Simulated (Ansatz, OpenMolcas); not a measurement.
# How methods differ on BSiN2H5 (SMILES N[SiH]1BN1)

BSiN2H5 has 9 atoms, charge 0, and is taken as a singlet. As SMILES, `N[SiH]1BN1`. The shape is that of a PBE0-D4/def2-TZVP optimisation. This is one conformer, not always the lowest.

```xyz
9

N    -0.6378    1.5881    0.2182
Si    0.2589    0.1755    0.5305
B    -0.2339   -1.6258    0.1102
N     0.6505   -0.9716   -0.7384
H    -0.2213    2.5033    0.2129
H    -1.5618    1.5773   -0.1773
H     1.4412    0.6209    1.3052
H    -0.7413   -2.7024    0.1144
H     1.1340   -1.2116   -1.5929
```

Each level gives the energy change with the N1–Si2 bond stretched from 1.702 to 2.553 Å (eV). The values are calculated.

| level | kind | program | value (eV) | less CCSD(T)/cc-pVDZ | CPU time (all runs) |
| --- | --- | --- | --- | --- | --- |
| BLYP/cc-pVDZ (restricted) | GGA | OpenMolcas | 2.76 | -0.40 | 57 s |
| PBE/cc-pVDZ (restricted) | GGA | Ansatz | 2.90 | -0.26 | 13 s |
| revPBE/cc-pVDZ (restricted) | GGA | OpenMolcas | 2.80 | -0.36 | 56 s |
| M06-L/cc-pVDZ (restricted) | meta-GGA | OpenMolcas | 3.15 | -0.01 | 76 s |
| B3LYP/cc-pVDZ (restricted) | global hybrid | OpenMolcas | 3.07 | -0.09 | 52 s |
| r2SCAN0/cc-pVDZ (restricted) | hybrid meta-GGA | Ansatz | 3.36 | +0.20 | 27 s |
| CCSD(T)/cc-pVDZ (restricted) | coupled cluster or CI | OpenMolcas | 3.16 | 0.00 | 70 s |
| CCSD/cc-pVDZ (restricted) | coupled cluster or CI | Ansatz | 3.25 | +0.09 | 27 s |

Differences are taken from CCSD(T)/cc-pVDZ (restricted) for orientation; it has basis-set and higher-order errors of its own. The first shape isn't each level's own minimum. The values span 2.76 to 3.36 eV. Times are those of the runs behind each value, whatever else they computed, on shared processors of several kinds: orders of magnitude only.
